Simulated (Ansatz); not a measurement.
Basis-set extrapolation for `CC(C)[Si](F)(C(C)C)C(C)C` (PBE0-D4/def2-TZVP geometry, frozen core, the Gaussian-basis code of Ansatz). Multiplicity 1, RHF reference.

```
                      def2-TZVPP   def2-QZVPP
                 HF  -741.689173  -741.719300
    MP2 correlation    -1.969565    -2.101370
CCSD(T) correlation    -2.158560      not run
```

Energies in hartree. Use E(X) = E(∞) + A·exp(−7.88·√X) for Hartree–Fock and E(X) = E(∞) + B·X^(−2.97) for correlation, with X = 3 and 4, and add CCSD(T) minus MP2 of the smaller set to the MP2 limit.

What is the CCSD(T) energy at the basis-set limit?

HF limit: -741.719300 + (-0.030127) × 0.13774 = -741.72345. MP2 limit: -2.101370 + (-0.131805) × 0.74074 = -2.19900. Higher-order term: -2.158560 − (-1.969565) = -0.18900. Total: -744.11145 hartree, 165.5 kcal/mol below CCSD(T)/def2-TZVPP.
